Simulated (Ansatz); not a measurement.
One change: `C[N](C)[Hf]([F])([Cl])[SeH]` becomes `C[N](C)[Ti]([F])([Cl])[SeH]`.

Ansatz, PBE0-D4/def2-TZVP geometries, multiplicity 1. Each molecule was computed in one conformer, which needn't be the lowest.

Elements past krypton have def2 core potentials. Scalar relativity is left out up to krypton.

| property | `C[N](C)[Hf]([F])([Cl])[SeH]` |
| --- | --- |
| LUMO energy (B3LYP/def2-TZVPP) / eV | -1.30 |
| LUMO energy (PBE0/def2-TZVPP) / eV | -1.09 |
| HOMO–LUMO gap (PBE0/def2-TZVPP) / eV | 6.07 |
| HOMO energy (ωB97M-V/def2-TZVPP) / eV | -9.30 |
| size of the dipole moment (B3LYP/def2-TZVPP) / D | 2.82 |
| HOMO–LUMO gap (ωB97M-V/def2-TZVPP) / eV | 10.22 |

**Question.** What does the change do to each property? (Best estimate.)

**Answer.** The calculation gave: 
```
                                        property  `C[N](C)[Ti]([F])([Cl])[SeH]`  shift
             LUMO energy (B3LYP/def2-TZVPP) / eV                          -2.69  -1.39
              LUMO energy (PBE0/def2-TZVPP) / eV                          -2.45  -1.36
            HOMO–LUMO gap (PBE0/def2-TZVPP) / eV                           4.66  -1.41
           HOMO energy (ωB97M-V/def2-TZVPP) / eV                          -9.20   0.10
size of the dipole moment (B3LYP/def2-TZVPP) / D                           4.36   1.54
         HOMO–LUMO gap (ωB97M-V/def2-TZVPP) / eV                           8.90  -1.32
```

With PBE0 the HOMO rises by 0.06 eV and the LUMO falls by 1.36 eV, so the gap narrows by about 1.42 eV. PBE moves the HOMO by 0.03 eV and ωB97M-V by 0.10 eV. Dipoles are sizes alone; their direction can turn.

B3LYP here is the variant with VWN-RPA as its local correlation; programs differ in this.

Spin–orbit coupling is left out; it splits and shifts lone-pair levels of the heavy atoms by tenths of an eV.
